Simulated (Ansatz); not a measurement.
All values below come from frozen-core CCSD(T)/def2-TZVPP // BP86-D3(BJ)/def2-SVP run with Ansatz (an electronic-structure program).

Ansatz 0.2 input:
```yaml
crystal:
  periodic: [false, false, false]
  atoms:
    - { symbol: Zn, position_ang: [0.000001, 0.0, 0.0] }
    - { symbol: Br, position_ang: [0.234249, -1.063313, 1.953048] }
    - { symbol: Br, position_ang: [-0.234248, 1.063313, -1.953049] }
basis:
  gaussian: { orbitals: def2-TZVPP }
correlation:
  method: ccsd_t
```

Output:

```
Functional definition: HF
1107 factors; integrals over basis functions are off by at most 1.3e-3 eV
mean field evaluation 1: about -188376.8846 eV, gradient 1.8e1 eV
mean field evaluation 2: about -188377.1090 eV, gradient 1.9e1 eV
mean field evaluation 4: about -188378.2391 eV, gradient 3.4e0 eV
mean field evaluation 8: about -188378.2663 eV, gradient 3.6e-1 eV
mean field evaluation 16: about -188378.2668 eV, gradient 1.9e-6 eV
mean field -188378.26681254 eV, -6922.7736179856 hartree, gradient 1.9e-6 eV, S^2 0.000000; 0 other end points of the search recorded, 0 dependent functions left out
23 core orbitals not correlated
reference -188378.26681254 eV, -6922.7736179856 hartree; 27, 27 occupied and 110, 110 virtual orbitals, 1107 factors
second order -37.07257036 eV of doubles, -0.00000000 eV of singles
cycle   1  -33.76425480 eV  change     3.3e0 eV  update   1.4e-1
cycle   2  -34.95239864 eV  change    -1.2e0 eV  update   6.6e-2
cycle   3  -35.17983053 eV  change   -2.3e-1 eV  update   2.1e-2
cycle   4  -35.12480541 eV  change    5.5e-2 eV  update   8.0e-3
cycle   5  -35.10313830 eV  change    2.2e-2 eV  update   3.0e-3
cycle   6  -35.10823157 eV  change   -5.1e-3 eV  update   9.1e-4
cycle   7  -35.10861621 eV  change   -3.8e-4 eV  update   4.5e-4
cycle   8  -35.10790794 eV  change    7.1e-4 eV  update   1.5e-4
cycle   9  -35.10808705 eV  change   -1.8e-4 eV  update   5.3e-5
cycle  10  -35.10821703 eV  change   -1.3e-4 eV  update   1.6e-5
cycle  11  -35.10815118 eV  change    6.6e-5 eV  update   6.3e-6
perturbative correction -0.95555020 eV, -0.0351158223 hartree
Total energy: -188414.33051392 eV, -6924.0989345665 hartree
```

Cost: very roughly 40 core-seconds.
